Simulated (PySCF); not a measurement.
F4HSTa, SMILES [F][Ta]([F])([F])([F])[SH], multiplicity 1. Geometry optimised at B3LYP-D3(BJ)/def2-SVP. The multiplicity is an assumed one; no other spin state was optimised. The structure was generated by enumeration; whether it is a known compound was not checked. The def2 effective core potentials stand for the cores of Ta; spin–orbit coupling is left out. One conformer was computed; it need not be the lowest.

Computed equilibrium geometry at B3LYP-D3(BJ)/def2-SVP (PySCF confirms it by a frequency run) as Cartesian coordinates in Å, and its point group (one conformer of several):
point group Cs.
```xyz
7

Ta    -0.0013     0.2140     0.0000
F      1.8872     0.1005     0.0000
F     -1.8841     0.1023     0.0000
F      0.0072     1.0937    -1.6498
F      0.0072     1.0937     1.6498
S     -0.0825    -2.1738     0.0000
H      1.2603    -2.3513     0.0000
```
Charge 0, spin multiplicity 1.
